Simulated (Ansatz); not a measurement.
## Competing steps

Reactants: SiH₄O ([OH][SiH3]) + SiH₄O ([OH][SiH3]) (brackets give SMILES or just the links). Saddle points were found for several chosen steps; others may exist. Gas-phase electronic energies, without zero-point energy, by CCSD(T) at an estimated basis limit (MP2 extrapolated from triple and quadruple zeta, plus CCSD(T) − MP2 in triple zeta); Ansatz 0.2.0, def2-TZVPP and QZVPP, frozen cores, on PBE0-D4/def2-TZVP structures. Extrapolation: Hartree–Fock as exp(−7.88 √X), correlation as X^−2.97. No counterpoise correction.

Q: Rank the steps by the energy of their saddle points, lowest first, and give each saddle's height above the lowest. (Judge from chemistry; the value comes from the calculation.)
A. four-centre ligand exchange, to Si₂H₆O ([SiH3][O][SiH3]) + H₂O (breaks or loosens H–O, O–Si; forms H–O, O–Si)
B. four-centre ligand exchange, to Si₂H₆O₂ ([OH][SiH2][O][SiH3]) + H₂ (breaks or loosens H–O, H–Si; forms H–H, O–Si)

A: The calculation gives: A (0.0 kJ/mol), B (28.2 kJ/mol). Heights count from the lowest.

The lowest of these saddles lies at 99.6 kJ/mol relative to the separated reactants.

Q: Does the lowest of these saddles lead to the lowest end structure (the products still in contact)? (Judge from chemistry; the calculation decides.)

A: By the calculation: No: the step over a higher saddle ends lower. Relative to the separated reactants, the ends lie at -35.4 (Si₂H₆O ([SiH3][O][SiH3]) + H₂O); -116.3 (Si₂H₆O₂ ([OH][SiH2][O][SiH3]) + H₂) kJ/mol.

The T1 diagnostic stays at or below 0.012.

For scale, one of the runs: CCSD(T)/def2-TZVPP, 258 basis functions, launched by `ansatz run in.yaml --threads 4 --pin off --events-out ev --progress --plain --max-ram 9574MiB`. Hardware: 4 CPU threads of an Arm Neoverse V1, shared host. Wall time 2.4 min; peak host memory 5.7 GiB.
